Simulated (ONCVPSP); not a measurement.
## Varying the ONCV potential for Pb

Base potential:

ONCVPSP 4.0.1 input, shortened (lines: element, Z, core and valence counts, functional; n l f; lmax; l rc ep ncon nbas qcut; lloc lpopt rc5 dvloc0; l nproj debl; icmod fcfact rcfact), PBE, non-relativistic:

```
  Pb 82.00   10    5        4      upf
    1    0    2.00
    2    0    2.00
    2    1    6.00
    3    0    2.00
    3    1    6.00
    3    2   10.00
    4    0    2.00
    4    1    6.00
    4    2   10.00
    4    3   14.00
    5    0    2.00
    5    1    6.00
    5    2   10.00
    6    0    1.50
    6    1    2.50
    2
    0    1.55    0.00    5    9    8.90
    1    1.65    0.00    4    8    9.10
    2    1.55    0.00    4    8   11.20
    2    5    1.55    0.00
    0    2    1.20
    1    2    2.20
    2    0    1.70
    1    0.60    0.00
```

Cutoffs, loose and tight: the cutoffs (Ha) at which the residual kinetic energy of the hardest occupied pseudo-wave falls to 1 and 0.1 mHa per electron. They do not see the model core or the augmentation charge, which bear on the density cutoff. Test errors are all-electron minus pseudo excitation energies from the reference, over the configurations 5s2 5p6 5d10 6s2 6p2; 5s2 5p6 5d10 6s2 6p1; 5s2 5p6 5d10 6s2 6p0; 5s2 5p6 5d10 6s0 6p4. A dash means not determined; rows that change the core or the reference have their own tests.

| change | outcome | cutoff, loose | cutoff, tight | bound ghosts | GHOST(+) flags above zero | largest test error (meV) |
| --- | --- | --- | --- | --- | --- | --- |
| base | generated | 31 Ha | 35 Ha | none | s | -0.5 |
| p: rc 1.16 | failed: test_data: rc < rc(lloc) for l = 1. Not allowed. | – | – | – | – | – |
| p: rc 1.3 | failed: test_data: rc < rc(lloc) for l = 1. Not allowed. | – | – | – | – | – |
| p: rc 1.4 | failed: test_data: rc < rc(lloc) for l = 1. Not allowed. | – | – | – | – | – |
| p: rc 1.52 | failed: test_data: rc < rc(lloc) for l = 1. Not allowed. | – | – | – | – | – |
| p: rc 1.68 | generated | 31 Ha | 35 Ha | none | s | -0.6 |
| p: rc 1.8 | generated | 31 Ha | 35 Ha | none | s | -0.8 |
| p: rc 1.98 | generated | 31 Ha | 35 Ha | none | s | -0.9 |
| p: rc 2.1 | generated | 31 Ha | 35 Ha | none | s | -1.0 |
| p: rc 2.26 | generated | 31 Ha | 35 Ha | none | s | -1.0 |

(1) What comes out with this change to the base: p: rc 2.44?

## Answers

(1) outcome: failed: ERROR pspot: first pseudo wave function has node, program will stop. Cause: the optimised pseudo-wave of the first projector has a node, so the radial equation cannot be inverted for a potential.

Reading the sweep of the p radius (base included, trends over the rows without a ghost): The loose cutoff stays near 31 Ha. The median size of the test errors (rows with all tests solved) stays near 0.1 meV. The generation fails at 1.16, 1.3, 1.4, 1.52, 2.44 bohr.
